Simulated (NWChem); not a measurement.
System: Si₂H₄SCl₂; SMILES [SiH2](S[SiH2]Cl)Cl

Input file for NWChem:

```
start job
memory heap 200 mb stack 900 mb global 1100 mb
geometry units angstroms noautosym nocenter noautoz
  Si    -0.894966    -1.738434    -0.363549
  Cl     0.638798    -3.068898    -0.805129
  S     -0.325599    -0.259084     1.092259
  Si     0.774678     1.158214    -0.096280
  Cl    -0.458283     2.455808    -1.151652
  H     -1.284178    -1.092230    -1.635404
  H     -2.000402    -2.500597     0.250755
  H      1.616262     0.458987    -1.091006
  H      1.566430     1.955782     0.861473
end
basis spherical
  * library 6-31g*
end
dft
  xc m05-2x
  iterations 150
end
cosmo
  do_cosmo_smd true
  solvent toluene
end
task dft energy
```

The geometry was optimised at B3LYP/6-31G* (spherical d). Solvent: toluene.

Level: M05-2X/6-31G* with SMD (1 M gas to 1 M solution), gas-phase geometry. Reactions with the solvent are ignored.

Problem. What results follow from this input? (M05-2X/6-31G* (spherical d), SMD on the gas-phase geometry.) Quantities: solvation free energy (kcal/mol); cavity-dispersion-structure term (kcal/mol); dipole in solution (D).

Solution. 
```json
{
  "solvation free energy (kcal/mol)": "-4.9",
  "cavity-dispersion-structure term (kcal/mol)": "-3.2",
  "dipole in solution (D)": "0.19"
}
```
